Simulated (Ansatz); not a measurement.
Ta2O7H4, relaxed as a singlet with RKS PBE-D4/def2-SVP in Ansatz, starting from the GFN2-xTB geometry. Force threshold 0.02 eV/Å.

In the def2 sets Ta takes a core potential; there is no spin–orbit coupling.

Start:

Cartesian coordinates in Å:
```
O -0.013 -2.726 1.366
Ta 0.284 -1.129 0.773
O 1.986 -0.883 1.547
O -0.215 -1.411 -1.142
O -1.095 0.012 1.228
Ta -0.891 0.909 -0.381
O -2.071 0.931 -1.623
O -0.911 2.773 0.046
O 1.034 0.796 -0.731
H 2.572 -1.368 2.137
H -0.886 -2.009 -1.492
H -1.429 3.519 -0.276
H 1.634 0.584 -1.452
```

Problem. Estimate the energy that the relaxation releases and the steps that it takes.

Solution. 244.9 kJ/mol, in 23 steps; 57 s on 4 threads of Arm Neoverse V1 on a shared host. No frequencies were taken in this run, so the end may be a saddle point.

Problem. Does the start keep its bonding and symmetry?

Solution. Bonds lost: Ta2–O9, O4–Ta6 (atoms count from 1).

Problem. Predict the relaxed structure.

Solution. 
```xyz
13

O    -1.003   -1.895    1.838
Ta    0.387   -1.688    0.807
O     1.966   -1.827    1.894
O     0.366   -3.080   -0.516
O     0.259    0.064   -0.004
Ta   -0.466    1.669   -0.808
O    -1.806    1.193   -1.816
O    -1.119    2.889    0.524
O     0.844    2.532   -1.918
H     2.052   -1.972    2.852
H    -0.295   -3.774   -0.681
H    -2.024    3.193    0.705
H     0.840    2.697   -2.876
```
Bond lengths (bridged metal pairs left out): 8 × O–Ta 1.74 to 1.94 Å; 4 × H–O 0.97 Å.
